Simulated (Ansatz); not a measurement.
Program: Ansatz. Geometries: PBE0-D4/def2-TZVP. ΔE: electronic, gas phase. CCSD(T)/CBS adds triple-zeta CCSD(T) − MP2 to the extrapolated MP2 energy (def2 sets, frozen cores). DFT in def2-TZVPP. B3LYP here is the variant with VWN-RPA as its local correlation; programs differ in this. Each species was taken in one conformer, which may not be the lowest.

`OB(S)[SiH2]Cl` + `F[SiH2]O[SiH2][SiH3]` → `OB(S)[SiH2][SiH3]` + `F[SiH2]O[SiH2]Cl`  (redistribution)

```csv
level,ΔE (kJ/mol),difference from CCSD(T)/CBS
PBE-D4,-29.5,3.3
r2SCAN-D4,-32.8,0.0
PBE0-D4,-31.3,1.5
B3LYP-D4,-28.9,3.9
ωB97X-V,-29.9,2.9
B2PLYP,-31.7,1.1
r2SCAN,-32.8,0.0
PBE0,-31.7,1.1
HF/def2-TZVPP,-32.3,0.5
SCS-MP2/def2-TZVPP,-32.6,0.2
CCSD/def2-TZVPP,-32.9,-0.1
CCSD(T)/def2-TZVPP,-33.4,-0.6
HF/def2-QZVPP,-32.4,0.4
SCS-MP2/def2-QZVPP,-32.4,0.4
HF/CBS(def2),-32.5,0.3
CCSD/CBS(def2),-32.3,0.5
CCSD(T)/CBS,-32.8,0
```

Largest T1 diagnostic among the species: 0.014.
